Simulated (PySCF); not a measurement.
First SCF of a structure search on singlet MoNF₃, at a hand-made tetrahedral geometry. PySCF input:

```python
from pyscf import gto, scf, dft
mol = gto.M(atom='''
Mo     0.000000     0.000000     0.000000
N     -0.000000    -1.477900    -1.044900
F      1.649400     0.000000     1.166100
F     -1.649400     0.000000     1.166100
F      0.000000     1.649400    -1.166100''',
    basis={'Mo': 'def2-SVP', 'N': 'def2-SVP', 'F': 'def2-SVP'},
    ecp={'Mo': 'def2-SVP'},
    charge=0, spin=0)
mf = dft.RKS(mol, xc='PBE')
mf.grids.atom_grid = (50, 194)
aux = {'Mo': 'def2-universal-JKFIT', 'N': 'def2-universal-JKFIT', 'F': 'def2-universal-JKFIT'}
mf = mf.density_fit(auxbasis=aux)
mf.conv_tol = 1e-08
mf.diis_space = 10
mf.max_cycle = 60
mf.init_guess = 'minao'
mf.verbose = 4
mf.kernel()
```

Excerpt of the output (cycles and frontier levels):

```
init E= -414.249933780626
  HOMO = -0.514902032565356  LUMO = -0.374425125131373  gap/eV = 3.82257
cycle= 1 E= -421.503861427863  delta_E= -7.25  |g|= 1.54  |ddm|=  3.1
  HOMO = -0.217438250972225  LUMO = -0.204807217302899  gap/eV = 0.34371
cycle= 2 E= -411.293068062958  delta_E= 10.2  |g|= 5.94  |ddm|= 5.83
  HOMO = -0.283930973904114  LUMO = -0.135923027673143  gap/eV = 4.02750
cycle= 3 E= -421.634097073143  delta_E= -10.3  |g|= 1.22  |ddm|= 5.62
  HOMO = -0.271231798027765  LUMO = -0.194626155446198  gap/eV = 2.08455
cycle= 4 E= -421.714660909415  delta_E= -0.0806  |g|=  1.1  |ddm|= 1.48
  HOMO = -0.338697150596152  LUMO = -0.237685693755726  gap/eV = 2.74866
cycle= 5 E= -421.905062284434  delta_E= -0.19  |g|= 0.63  |ddm|= 1.19
  HOMO = -0.308029124374049  LUMO = -0.21195641566848  gap/eV = 2.61427
cycle= 6 E= -421.996617851262  delta_E= -0.0916  |g|= 0.121  |ddm|= 0.477
  HOMO = -0.307863163243559  LUMO = -0.211447103585148  gap/eV = 2.62361
cycle= 7 E= -421.998132374735  delta_E= -0.00151  |g|= 0.0821  |ddm|= 0.0332
  HOMO = -0.307546028665552  LUMO = -0.210191874640388  gap/eV = 2.64914
cycle= 8 E= -421.999158664078  delta_E= -0.00103  |g|= 0.0431  |ddm|= 0.0241
  HOMO = -0.30752931431482  LUMO = -0.209332398662691  gap/eV = 2.67207
cycle= 9 E= -421.999527157435  delta_E= -0.000368  |g|= 0.00842  |ddm|= 0.0214
  HOMO = -0.30761361495736  LUMO = -0.209329205227255  gap/eV = 2.67446
cycle= 10 E= -421.999537381855  delta_E= -1.02e-05  |g|= 0.00481  |ddm|= 0.00406
  HOMO = -0.307723027494867  LUMO = -0.20935041695569  gap/eV = 2.67686
cycle= 11 E= -421.999542019151  delta_E= -4.64e-06  |g|= 0.00141  |ddm|= 0.00239
  HOMO = -0.307742940456486  LUMO = -0.209341446051435  gap/eV = 2.67764
cycle= 12 E= -421.999542458776  delta_E= -4.4e-07  |g|= 0.000187  |ddm|= 0.000863
  HOMO = -0.307745010625478  LUMO = -0.209339575613883  gap/eV = 2.67775
cycle= 13 E= -421.999542465952  delta_E= -7.18e-09  |g|= 1.73e-05  |ddm|= 0.000103
  HOMO = -0.307744526736416  LUMO = -0.209335781900266  gap/eV = 2.67784
Extra cycle  E= -421.999542462682  delta_E= 3.27e-09  |g|= 0.000127  |ddm|= 8.53e-05
converged SCF energy = -421.999542462682
```

No lower solution of this spin was found from smeared starts or by a stability analysis within the restricted form, which does not test spin polarisation.

The search for the lowest solution, 3 starts and the stability check together, took 16 s on 2 threads of a shared Intel Xeon 6975P-C (Granite Rapids) host, with 87 basis functions; the process peaked at 0.48 GiB.
